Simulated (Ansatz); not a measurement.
Ansatz (a program for electronic structure) input (B3LYP-D3(BJ)/def2-TZVP):

Ansatz 0.2 input:
```yaml
crystal:
  periodic: [false, false, false]
  atoms:
    - {symbol: Y, position_ang: [-0.05165255, 0.09391166, 0.22549220]}
    - {symbol: F, position_ang: [-1.59608398, -1.15803817, -0.28261149]}
    - {symbol: F, position_ang: [0.09623841, 1.67458215, -1.07467136]}
    - {symbol: F, position_ang: [1.72367328, -0.92349452, 0.38014998]}
basis:
  gaussian:
    orbitals: def2-TZVP
hamiltonian:
  xc: b3lyp
  dispersion: d3bj
total_charge: -1
magnetization: {spin_polarized: true, initial_magnetization: 1}
phonons: {temperatures: {t_min: 298.15, t_max: 298.15, t_step: 100}}
```

Output:

```
Functional definition: B3LYP
integrals: 0.04 GiB planned
835 factors; their error is unknown
mean field: 0.54 GiB planned
mean field evaluation 1: about -9205.4401 eV, gradient 8.6e0 eV
mean field evaluation 2: about -9204.7570 eV, gradient 1.9e1 eV
mean field evaluation 4: about -9205.8663 eV, gradient 2.4e-1 eV
mean field evaluation 8: about -9205.9105 eV, gradient 6.0e-2 eV
mean field evaluation 16: about -9205.9105 eV, gradient 1.6e-5 eV
mean field -9205.91050137 eV, -338.3109709352 hartree, gradient 1.6e-5 eV, S^2 0.750216; 0 other end points of the search recorded, 0 dependent functions left out
the calculation of the forces begins
reference -9205.91075947 eV, -338.3109804200 hartree; 20, 19 occupied and 113, 114 virtual orbitals, 835 factors
these checks for a lower state are left out or cut short: stability, starts, cluster_reference, orbital_swaps, neighbouring_geometries, increment
integrals: 0.04 GiB planned
835 factors; their error is unknown
mean field: 0.54 GiB planned
mean field -9205.91043586 eV, -338.3109685276 hartree, gradient 8.5e-7 eV, S^2 0.750216; 0 other end points of the search recorded, 0 dependent functions left out
the calculation of the forces begins
reference -9205.91069398 eV, -338.3109780132 hartree; 20, 19 occupied and 113, 114 virtual orbitals, 835 factors
these checks for a lower state are left out or cut short: stability, starts, cluster_reference, orbital_swaps, neighbouring_geometries, increment
integrals: 0.04 GiB planned
835 factors; their error is unknown
mean field: 0.54 GiB planned
mean field -9205.91043512 eV, -338.3109685005 hartree, gradient 8.7e-7 eV, S^2 0.750216; 0 other end points of the search recorded, 0 dependent functions left out
the calculation of the forces begins
reference -9205.91069319 eV, -338.3109779844 hartree; 20, 19 occupied and 113, 114 virtual orbitals, 835 factors
these checks for a lower state are left out or cut short: stability, starts, cluster_reference, orbital_swaps, neighbouring_geometries, increment
integrals: 0.04 GiB planned
835 factors; their error is unknown
mean field: 0.54 GiB planned
mean field evaluation 32: about -9205.8670 eV, gradient 1.5e-1 eV
mean field -9205.91045617 eV, -338.3109692738 hartree, gradient 2.3e-6 eV, S^2 0.750216; 0 other end points of the search recorded, 0 dependent functions left out
the calculation of the forces begins
reference -9205.91071419 eV, -338.3109787562 hartree; 20, 19 occupied and 113, 114 virtual orbitals, 835 factors
these checks for a lower state are left out or cut short: stability, starts, cluster_reference, orbital_swaps, neighbouring_geometries, increment
integrals: 0.04 GiB planned
835 factors; their error is unknown
mean field: 0.54 GiB planned
mean field -9205.91045870 eV, -338.3109693672 hartree, gradient 2.8e-6 eV, S^2 0.750215; 0 other end points of the search recorded, 0 dependent functions left out
the calculation of the forces begins
reference -9205.91071686 eV, -338.3109788543 hartree; 20, 19 occupied and 113, 114 virtual orbitals, 835 factors
these checks for a lower state are left out or cut short: stability, starts, cluster_reference, orbital_swaps, neighbouring_geometries, increment
integrals: 0.04 GiB planned
835 factors; their error is unknown
mean field: 0.54 GiB planned
mean field -9205.91044128 eV, -338.3109687269 hartree, gradient 1.7e-6 eV, S^2 0.750215; 0 other end points of the search recorded, 0 dependent functions left out
the calculation of the forces begins
reference -9205.91069929 eV, -338.3109782086 hartree; 20, 19 occupied and 113, 114 virtual orbitals, 835 factors
these checks for a lower state are left out or cut short: stability, starts, cluster_reference, orbital_swaps, neighbouring_geometries, increment
integrals: 0.04 GiB planned
835 factors; their error is unknown
mean field: 0.54 GiB planned
mean field -9205.91047580 eV, -338.3109699954 hartree, gradient 1.5e-6 eV, S^2 0.750216; 0 other end points of the search recorded, 0 dependent functions left out
the calculation of the forces begins
reference -9205.91073398 eV, -338.3109794832 hartree; 20, 19 occupied and 113, 114 virtual orbitals, 835 factors
these checks for a lower state are left out or cut short: stability, starts, cluster_reference, orbital_swaps, neighbouring_geometries, increment
integrals: 0.04 GiB planned
835 factors; their error is unknown
mean field: 0.54 GiB planned
mean field -9205.91049821 eV, -338.3109708190 hartree, gradient 2.7e-6 eV, S^2 0.750216; 0 other end points of the search recorded, 0 dependent functions left out
the calculation of the forces begins
reference -9205.91075633 eV, -338.3109803046 hartree; 20, 19 occupied and 113, 114 virtual orbitals, 835 factors
these checks for a lower state are left out or cut short: stability, starts, cluster_reference, orbital_swaps, neighbouring_geometries, increment
integrals: 0.04 GiB planned
835 factors; their error is unknown
mean field: 0.54 GiB planned
mean field evaluation 64: about -9205.8670 eV, gradient 7.5e-2 eV
mean field -9205.91049798 eV, -338.3109708103 hartree, gradient 2.3e-6 eV, S^2 0.750216; 0 other end points of the search recorded, 0 dependent functions left out
the calculation of the forces begins
reference -9205.91075605 eV, -338.3109802942 hartree; 20, 19 occupied and 113, 114 virtual orbitals, 835 factors
these checks for a lower state are left out or cut short: stability, starts, cluster_reference, orbital_swaps, neighbouring_geometries, increment
integrals: 0.04 GiB planned
835 factors; their error is unknown
mean field: 0.54 GiB planned
mean field -9205.91049972 eV, -338.3109708746 hartree, gradient 1.7e-6 eV, S^2 0.750216; 0 other end points of the search recorded, 0 dependent functions left out
the calculation of the forces begins
reference -9205.91075782 eV, -338.3109803594 hartree; 20, 19 occupied and 113, 114 virtual orbitals, 835 factors
these checks for a lower state are left out or cut short: stability, starts, cluster_reference, orbital_swaps, neighbouring_geometries, increment
integrals: 0.04 GiB planned
835 factors; their error is unknown
mean field: 0.54 GiB planned
mean field -9205.91049874 eV, -338.3109708384 hartree, gradient 1.5e-6 eV, S^2 0.750216; 0 other end points of the search recorded, 0 dependent functions left out
the calculation of the forces begins
reference -9205.91075683 eV, -338.3109803231 hartree; 20, 19 occupied and 113, 114 virtual orbitals, 835 factors
these checks for a lower state are left out or cut short: stability, starts, cluster_reference, orbital_swaps, neighbouring_geometries, increment
integrals: 0.04 GiB planned
835 factors; their error is unknown
mean field: 0.54 GiB planned
mean field -9205.91048932 eV, -338.3109704924 hartree, gradient 1.2e-6 eV, S^2 0.750216; 0 other end points of the search recorded, 0 dependent functions left out
the calculation of the forces begins
reference -9205.91074747 eV, -338.3109799790 hartree; 20, 19 occupied and 113, 114 virtual orbitals, 835 factors
these checks for a lower state are left out or cut short: stability, starts, cluster_reference, orbital_swaps, neighbouring_geometries, increment
integrals: 0.04 GiB planned
835 factors; their error is unknown
mean field: 0.54 GiB planned
mean field -9205.91045897 eV, -338.3109693769 hartree, gradient 1.5e-6 eV, S^2 0.750215; 0 other end points of the search recorded, 0 dependent functions left out
the calculation of the forces begins
reference -9205.91071701 eV, -338.3109788597 hartree; 20, 19 occupied and 113, 114 virtual orbitals, 835 factors
these checks for a lower state are left out or cut short: stability, starts, cluster_reference, orbital_swaps, neighbouring_geometries, increment
integrals: 0.04 GiB planned
835 factors; their error is unknown
mean field: 0.54 GiB planned
mean field evaluation 96: about -9205.9105 eV, gradient 4.4e-5 eV
mean field -9205.91047455 eV, -338.3109699495 hartree, gradient 9.6e-7 eV, S^2 0.750216; 0 other end points of the search recorded, 0 dependent functions left out
the calculation of the forces begins
reference -9205.91073259 eV, -338.3109794323 hartree; 20, 19 occupied and 113, 114 virtual orbitals, 835 factors
these checks for a lower state are left out or cut short: stability, starts, cluster_reference, orbital_swaps, neighbouring_geometries, increment
integrals: 0.04 GiB planned
835 factors; their error is unknown
mean field: 0.54 GiB planned
mean field -9205.91048817 eV, -338.3109704499 hartree, gradient 9.9e-7 eV, S^2 0.750216; 0 other end points of the search recorded, 0 dependent functions left out
the calculation of the forces begins
reference -9205.91074631 eV, -338.3109799365 hartree; 20, 19 occupied and 113, 114 virtual orbitals, 835 factors
Total energy: -9205.99034281 eV, -338.3139050539 hartree
Atom 0 at    -0.051653     0.093912     0.225492 Å, force     0.000051     0.000054     0.000038 eV/Å
Atom 1 at    -1.596084    -1.158038    -0.282611 Å, force     0.000231     0.000127    -0.000032 eV/Å
Atom 2 at     0.096238     1.674582    -1.074671 Å, force     0.000076    -0.000437     0.000191 eV/Å
Atom 3 at     1.723673    -0.923495     0.380150 Å, force    -0.000358     0.000257    -0.000197 eV/Å
Dipole moment:     0.065186    -0.118501    -0.284543 e Å
Vibrations: 108.84 129.23 129.35 510.61 510.69 512.26 cm⁻¹, zero-point energy 0.117846 eV
```

The spin state was set by rule; other spins were not relaxed.
